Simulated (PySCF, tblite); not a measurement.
Isomers of C6H8FO (doublet state). All values are computed: GFN2-xTB (tblite) harmonic vibrations without scaling, gas phase. Against measured fundamentals such values can be off by several per cent, at times by over 20. One conformer each. Open shells enter through the occupations alone, without spin polarisation, and single modes of such species can be off by tens of per cent.

Electronic energies: B3LYP/pcH-1 single points on the GFN2-xTB geometries (PySCF, gas phase).

| SMILES | electronic energy, lowest = 0 (kcal/mol) |
| --- | --- |
| F/C=C1/C[CH]OCC1 | 15.7 |
| C[C@@H](F)/C=C/C=[C]\O | 31.2 |
| C=C1[CH]C[C@H](F)CO1 | 0.0 |
| C[C@@H](F)/C=C/C[C]=O | 5.7 |

Q: How do GFN2-xTB zero-point energies change the relative energies?

A: 
```tsv
SMILES	ZPE (kcal/mol)	of it from modes above 1550 cm⁻¹	electronic (kcal/mol)	with ZPE, lowest = 0 (kcal/mol)	lowest mode (cm⁻¹)	rings
C=C1[CH]C[C@H](F)CO1	78.3	34.5	0.0	0.0	94	1
C[C@@H](F)/C=C/C[C]=O	77.0	39.6	5.7	4.4	23	0
F/C=C1/C[CH]OCC1	78.5	36.5	15.7	15.9	78	1
C[C@@H](F)/C=C/C=[C]\O	76.4	39.7	31.2	29.3	38	0
```

The zero-point energies span 2.1 kcal/mol, from `C[C@@H](F)/C=C/C=[C]\O` to `F/C=C1/C[CH]OCC1`. The order is unchanged.

Q: And how do the electronic energies of GFN2-xTB itself compare?

A: `C=C1[CH]C[C@H](F)CO1` 0.0; `C[C@@H](F)/C=C/C[C]=O` 29.7; `F/C=C1/C[CH]OCC1` 14.3; `C[C@@H](F)/C=C/C=[C]\O` 45.5 kcal/mol, lowest = 0. Against the energies above, taken from the same isomer `C=C1[CH]C[C@H](F)CO1`, the largest difference is 24.0 kcal/mol.

Q: What do entropy and thermal enthalpy add at 298.15 K and 1 bar (rigid rotor, harmonic oscillator, one conformer each)?

A: 
```tsv
SMILES	point group	symmetry number	S (cal/(mol K))	H − H(0) (kcal/mol)	ZPE + H − H(0) − TS (kcal/mol)
C=C1[CH]C[C@H](F)CO1	C1	1	85.7	5.30	58.0
F/C=C1/C[CH]OCC1	C1	1	87.4	5.42	57.9
C[C@@H](F)/C=C/C=[C]\O	C1	1	97.0	6.48	53.9
```

S holds R ln(2S + 1) for the spin.

Not tabulated: `C[C@@H](F)/C=C/C[C]=O` (lowest mode only 23 cm⁻¹).
